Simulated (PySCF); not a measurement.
**Partial charges of `O[SiH2]O[SiH](O[SiH3])O[SiH3]`**

H10O4Si4.
Structure used (PBE0-D3(BJ)/def2-SVP), in Å, numbered top down from 1:
```xyz
18
H10O4Si4 angstrom
O      2.2246    1.0767   -0.8455
Si     1.1823    2.1360   -0.0974
O      0.4009    1.3986    1.1633
Si    -0.2360   -0.0684    1.5719
O     -1.7847   -0.1638    1.0354
Si    -2.8023   -0.2109   -0.2751
O      0.6694   -1.2597    0.8921
Si     1.0928   -1.9830   -0.5455
H      3.0030    0.8055   -0.3488
H      1.9110    3.3015    0.4724
H      0.2100    2.5281   -1.1472
H     -0.2197   -0.2117    3.0359
H     -2.5160    0.9329   -1.1921
H     -2.6105   -1.4911   -1.0206
H     -4.2060   -0.1237    0.2140
H      0.3954   -1.3299   -1.6917
H      2.5705   -1.9078   -0.7234
H      0.6877   -3.4176   -0.4851
```

Density: PBE0/pcSseg-1 (PySCF); schemes: Mulliken, IAO, Hirshfeld and ESP-fitted. The structure is a single PBE0-D3(BJ)/def2-SVP conformer in the gas phase; no vibrational or solvent corrections.

At which atom do the 4 schemes differ most?

At Si4: from +0.518 (Hirshfeld) to +1.452 e (IAO), 0.934 e apart.

For which atoms does the sign change between the 4 schemes (beyond +0.03 e in one, beyond −0.03 e in another)?

For none.

Do the Mulliken, IAO, Hirshfeld and ESP-fitted schemes agree on where the charge is lowest?

The schemes don't all agree: Mulliken O7 (-0.774); IAO O3 (-0.879); Hirshfeld O3 (-0.317); ESP-fitted O1 (-0.725).

Tabulate the Mulliken, IAO, Hirshfeld and ESP-fitted charges.

In e:

```json
{"atom": "O1", "environment": "silanol oxygen", "Mulliken": "-0.577", "IAO": "-0.776", "Hirshfeld": "-0.293", "ESP-fitted": "-0.725"}
{"atom": "Si2", "environment": "oxygen-bound silicon", "Mulliken": "+0.979", "IAO": "+1.176", "Hirshfeld": "+0.460", "ESP-fitted": "+0.821"}
{"atom": "O3", "environment": "siloxane oxygen", "Mulliken": "-0.759", "IAO": "-0.879", "Hirshfeld": "-0.317", "ESP-fitted": "-0.563"}
{"atom": "Si4", "environment": "oxygen-bound silicon", "Mulliken": "+1.300", "IAO": "+1.452", "Hirshfeld": "+0.518", "ESP-fitted": "+0.905"}
{"atom": "O5", "environment": "siloxane oxygen", "Mulliken": "-0.758", "IAO": "-0.872", "Hirshfeld": "-0.310", "ESP-fitted": "-0.499"}
{"atom": "Si6", "environment": "oxygen-bound silicon", "Mulliken": "+0.694", "IAO": "+0.850", "Hirshfeld": "+0.392", "ESP-fitted": "+0.584"}
{"atom": "O7", "environment": "siloxane oxygen", "Mulliken": "-0.774", "IAO": "-0.876", "Hirshfeld": "-0.314", "ESP-fitted": "-0.493"}
{"atom": "Si8", "environment": "oxygen-bound silicon", "Mulliken": "+0.709", "IAO": "+0.848", "Hirshfeld": "+0.378", "ESP-fitted": "+0.535"}
{"atom": "H9", "environment": "hydroxyl hydrogen", "Mulliken": "+0.261", "IAO": "+0.363", "Hirshfeld": "+0.176", "ESP-fitted": "+0.453"}
{"atom": "H10", "environment": "Si–H hydrogen", "Mulliken": "-0.137", "IAO": "-0.157", "Hirshfeld": "-0.080", "ESP-fitted": "-0.148"}
{"atom": "H11", "environment": "Si–H hydrogen", "Mulliken": "-0.132", "IAO": "-0.151", "Hirshfeld": "-0.075", "ESP-fitted": "-0.107"}
{"atom": "H12", "environment": "Si–H hydrogen", "Mulliken": "-0.137", "IAO": "-0.152", "Hirshfeld": "-0.067", "ESP-fitted": "-0.122"}
{"atom": "H13", "environment": "Si–H hydrogen", "Mulliken": "-0.109", "IAO": "-0.141", "Hirshfeld": "-0.078", "ESP-fitted": "-0.114"}
{"atom": "H14", "environment": "Si–H hydrogen", "Mulliken": "-0.109", "IAO": "-0.141", "Hirshfeld": "-0.078", "ESP-fitted": "-0.118"}
{"atom": "H15", "environment": "Si–H hydrogen", "Mulliken": "-0.106", "IAO": "-0.127", "Hirshfeld": "-0.073", "ESP-fitted": "-0.107"}
{"atom": "H16", "environment": "Si–H hydrogen", "Mulliken": "-0.110", "IAO": "-0.140", "Hirshfeld": "-0.077", "ESP-fitted": "-0.087"}
{"atom": "H17", "environment": "Si–H hydrogen", "Mulliken": "-0.126", "IAO": "-0.138", "Hirshfeld": "-0.079", "ESP-fitted": "-0.105"}
{"atom": "H18", "environment": "Si–H hydrogen", "Mulliken": "-0.109", "IAO": "-0.138", "Hirshfeld": "-0.081", "ESP-fitted": "-0.109"}
```

Mean size of the charges over all atoms: IAO 0.521 e, Mulliken 0.438 e, ESP-fitted 0.367 e, Hirshfeld 0.214 e. Each set sums to the total charge, 0, to within 0.001 e. The Mulliken scheme gives each basis function's population to the atom it is centred on and halves the overlap population of two atoms between them. The IAO scheme projects the occupied orbitals on a minimal set of polarised atomic orbitals and counts the electrons in each atom's part of it.

How closely do the schemes follow one another over all atoms?

Correlation coefficient and root-mean-square difference: Mulliken with IAO 1.00, 0.105 e; IAO with Hirshfeld 0.99, 0.413 e; Mulliken with Hirshfeld 0.99, 0.316 e; Hirshfeld with ESP-fitted 0.99, 0.204 e; IAO with ESP-fitted 0.98, 0.235 e; Mulliken with ESP-fitted 0.98, 0.161 e.

Sum the charges by element.

| element | atoms | Mulliken | IAO | Hirshfeld | ESP-fitted |
| --- | --- | --- | --- | --- | --- |
| O | 4 | -2.869 | -3.404 | -1.234 | -2.280 |
| Si | 4 | +3.681 | +4.325 | +1.746 | +2.845 |
| H | 10 | -0.813 | -0.921 | -0.512 | -0.565 |

How many electrons does the ESP-fitted scheme count on Si4?

Z − q = 14 − (+0.905) ≈ 13.094.
